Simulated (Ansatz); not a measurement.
`F[Si]1([SiH3])CS1` + `C[SiH2]O` → `C[SiH2]O[SiH3]` + `F[SiH]1CS1` at 298.15 K and 1 bar (cleavage of the Si–Si bond).

Computed with Ansatz on PBE0-D4/def2-TZVP structures; ΔE is electronic, products minus reactants. CCSD(T)/CBS adds triple-zeta CCSD(T) − MP2 to the extrapolated MP2 energy (def2 sets, frozen cores). This one scheme is used for every species. Each species was taken in one conformer, which may not be the lowest.

```tsv
species	CCSD(T)/CBS energy (Eh)	H − E (kJ/mol)	S (J/(mol·K))
`F[Si]1([SiH3])CS1`	-1116.84905	171.9	361.7
`C[SiH2]O`	-405.96945	193.7	296.5
`C[SiH2]O[SiH3]`	-696.28988	242.3	371.9
`F[SiH]1CS1`	-826.56648	120.0	298.1
```

H − E and S are ideal-gas, rigid-rotor, harmonic terms from PBE0-D4/def2-TZVP, for one conformer and one mirror image of each species. 1 Eh = 2625.50 kJ/mol, R = 8.31446 J/(mol·K).

Problem. By hand: ΔE, ΔH, ΔS and ΔG.

Solution. ΔE = (-696.28988) + (-826.56648) − (-1116.84905) − (-405.96945) = -0.03786 Eh = -99.4 kJ/mol. Δ(H − E) = 242.3 + 120.0 − 171.9 − 193.7 = -3.3, so ΔH = -102.7 kJ/mol. ΔS = 371.9 + 298.1 − 361.7 − 296.5 = 11.8 J/(mol·K). ΔG = -102.7 − 298.15 × (11.8)/1000 = -106.2 kJ/mol.

Problem. By hand: the equilibrium constant, and the temperature at which ΔG would vanish if ΔH and ΔS stayed fixed.

Solution. log₁₀ K = −ΔG/(RT ln 10) = 18.6. ΔH and −TΔS have one sign here, so there is no such temperature.

The number of gas molecules stays the same, so ΔS is small and ΔH decides. A doubt of 5 kJ/mol in ΔE shifts log₁₀ K by 0.9 here. Other conformers and mirror images would add mixing entropy, several J/(mol·K) or more a flexible species. Modes under 60 cm⁻¹, often nearly free rotors, make the harmonic entropy too high. These are equilibria of isolated gas molecules and say nothing of rates. Largest T1 diagnostic: 0.013 (customary marks: 0.02 for closed shells, 0.045 for open ones).

ΔS is within the doubt of such terms, so its sign, and with it that verdict, could turn.
